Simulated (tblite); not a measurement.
Parent: `[CH3:1][SiH2:2][SiH2:3][F:4]` with C1–Si2–Si3–F4 159°, CH7FSi2.

The geometries are computed with GFN2-xTB (gas phase). One conformer each, not checked by frequencies here.

```csv
coordinate of the parent,value
C1–Si2,1.900 Å
Si2–Si3,2.307 Å
Si3–F4,1.617 Å
C1–Si2–Si3,109.7°
Si2–Si3–F4,107.4°
```

Question: How does the shared frame change in `[CH3:1][SiH2:2][Si@@H:3]([F:4])[C:5]([F:6])([F:7])[F:8]` with C1–Si2–Si3–F4 -161°, C2H6F4Si2? Atoms pair as C1 = C1, Si2 = Si2, Si3 = Si3, F4 = F4 (parent first).

Answer: 
| parent | relative | value in the relative | change |
| --- | --- | --- | --- |
| C1–Si2 | C1–Si2 | 1.898 Å | -0.002 |
| Si2–Si3 | Si2–Si3 | 2.317 Å | +0.010 |
| Si3–F4 | Si3–F4 | 1.613 Å | -0.004 |
| C1–Si2–Si3 | C1–Si2–Si3 | 108.8° | -0.9 |
| Si2–Si3–F4 | Si2–Si3–F4 | 110.3° | +2.9 |

Of the parent's bonds, Si2–Si3 changes most (+0.010 Å). Bonds of the relative outside the shared frame: Si3–C5 1.955, C5–F6 1.353, C5–F7 1.355, C5–F8 1.343 Å. Point group C1 → C1.

Question: How does the shared frame change in `[CH3:1][SiH2:2][Si@@H:3]([F:4])[S:5][SiH3:6]` with C1–Si2–Si3–F4 154°, Si2–Si3–S5–Si6 -160°, CH9FSSi3? Atoms pair as C1 = C1, Si2 = Si2, Si3 = Si3, F4 = F4 (parent first).

Answer: 
| parent | relative | value in the relative | change |
| --- | --- | --- | --- |
| C1–Si2 | C1–Si2 | 1.898 Å | -0.002 |
| Si2–Si3 | Si2–Si3 | 2.307 Å | 0.000 |
| Si3–F4 | Si3–F4 | 1.622 Å | +0.005 |
| C1–Si2–Si3 | C1–Si2–Si3 | 109.0° | -0.7 |
| Si2–Si3–F4 | Si2–Si3–F4 | 109.2° | +1.8 |

Of the parent's bonds, Si3–F4 changes most (+0.005 Å). Bonds of the relative outside the shared frame: Si3–S5 2.161, S5–Si6 2.143 Å. Point group C1 → C1.

Question: How does the shared frame change in `[CH3:1][SiH2:2][Si@H:3]([F:4])[c:5]1[cH:6][cH:7][cH:8][o:9]1` with C1–Si2–Si3–F4 -76°, Si2–Si3–C5–C6 155°, C5H9FOSi2? Atoms pair as C1 = C1, Si2 = Si2, Si3 = Si3, F4 = F4 (parent first).

Answer: 
| parent | relative | value in the relative | change |
| --- | --- | --- | --- |
| C1–Si2 | C1–Si2 | 1.901 Å | +0.001 |
| Si2–Si3 | Si2–Si3 | 2.310 Å | +0.003 |
| Si3–F4 | Si3–F4 | 1.626 Å | +0.009 |
| C1–Si2–Si3 | C1–Si2–Si3 | 110.1° | +0.4 |
| Si2–Si3–F4 | Si2–Si3–F4 | 111.0° | +3.6 |

Of the parent's bonds, Si3–F4 changes most (+0.009 Å). Bonds of the relative outside the shared frame: Si3–C5 1.871, C5–C6 1.369, C6–C7 1.412, C7–C8 1.362, C8–O9 1.339, C5–O9 1.359 Å. Point group C1 → C1.

Question: How does the shared frame change in `[CH3:1][CH2:2][Si@H:3]([F:4])[SiH2:5][CH3:6]` with C1–C2–Si3–F4 -179°, C2–Si3–Si5–C6 173°, C3H11FSi2? Atoms pair as C1 = C6, Si2 = Si5, Si3 = Si3, F4 = F4 (parent first).

Answer: 
```csv
parent,relative,value in the relative,change
C1–Si2,C6–Si5,1.899 Å,-0.001
Si2–Si3,Si5–Si3,2.312 Å,+0.005
Si3–F4,Si3–F4,1.628 Å,+0.011
C1–Si2–Si3,C6–Si5–Si3,111.0°,+1.3
Si2–Si3–F4,Si5–Si3–F4,108.8°,+1.4
```

Of the parent's bonds, Si3–F4 changes most (+0.011 Å). Bonds of the relative outside the shared frame: C1–C2 1.524, C2–Si3 1.903 Å. Point group C1 → C1.
